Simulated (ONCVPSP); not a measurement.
# Potentials for Ce (Z = 58) compared

Generated with ld1.x 7.5 (TM, RRKJ, ultrasoft, PAW), atompaw 4.2 or ONCVPSP 4.0.1. The cutoff is in Ry: for ld1.x and atompaw files where the sum of valence levels is converged to 10 mRy in a Bessel basis, for ONCV files where the hardest occupied wave has 1 mHa per electron of residual kinetic energy. The error is the largest all-electron minus pseudo excitation energy over each file’s own four to seven test configurations (ionisations up to +4, promotions, holes and added fractions of an electron), all of which were solved. The labels leave out finer settings (local radius, basis sizes, second energies), which also bear on the numbers. Spin-polarised tests are not counted. The rows are a selection from randomly drawn settings: files with unsolved tests, undetermined cutoffs or missed reference levels are left out.

A true bound ghost makes a file unfit for plane-wave use even where its test errors are small: the radial tests pick states by their node count and pass the ghost by.

| potential | cutoff (Ry) | largest error (meV) | bound ghosts |
| --- | --- | --- | --- |
| ONCV, PBE, non-relativistic, rc 2.20/2.70/2.25 (spd), local smoothed, core correction no, reference 5s2 5p6 5d1 6s1, qcut 4.4/4.8/4.6, projectors 2/2/2 | 17 | +4.1 | none |
| ONCV, Wu-Cohen, scalar-relativistic, rc 2.30/3.50/2.60/0.90 (spdf), local smoothed, core correction yes, reference 4f1 5s2 5p6 5d1 6s1.75 6p0.25, qcut 6.6/4/3.5/14.2, projectors 2/2/3/1 | 432 | -5.5 | s, p, d |
| ONCV, LDA (Perdew-Wang 92), scalar-relativistic, rc 2.70/3.40/3.90/1.85 (spdf), local smoothed, core correction yes, reference 4f1 5s2 5p6 5d1 6s1.5 6p0.5, qcut 3.4/3.4/4.7/9.3, projectors 2/3/2/2 | 77 | +558 | none |
| ONCV, BLYP, scalar-relativistic, rc 2.40/2.65/3.00/1.80 (spdf), local smoothed, core correction no, reference 4f1 5s2 5p6 5d1, qcut 6.6/5/5.5/9.8, projectors 3/3/3/1 | 79 | +3.3 | none |
| ONCV, PBEsol, non-relativistic, rc 3.00/3.05/3.30/1.70 (spdf), local smoothed, core correction yes, reference 4f1 5s2 5p6 5d1 6s2, qcut 3.7/5.1/5.7/10.1, projectors 2/2/1/2 | 86 | -250 | s |

Question: Fill in the row for Ce: ONCV, PBEsol, scalar-relativistic, rc 2.45/1.75/2.30 (spd), local smoothed, core correction yes, reference 5s2 5p6 5d1 6s2, qcut 5.6/4/3.9, projectors 2/1/2.

Answer: cutoff 94 Ry, largest error -35 meV, bound ghosts: none.

Question: Fill in the row for Ce: ONCV, PBE, scalar-relativistic, rc 2.45/2.30/3.20 (spd), local smoothed, core correction yes, reference 5s2 5p6 5d1 6s1.75, qcut 3.9/6.2/4.7, projectors 2/2/1.

Answer: cutoff 23 Ry, largest error -7.8 meV, bound ghosts: none.
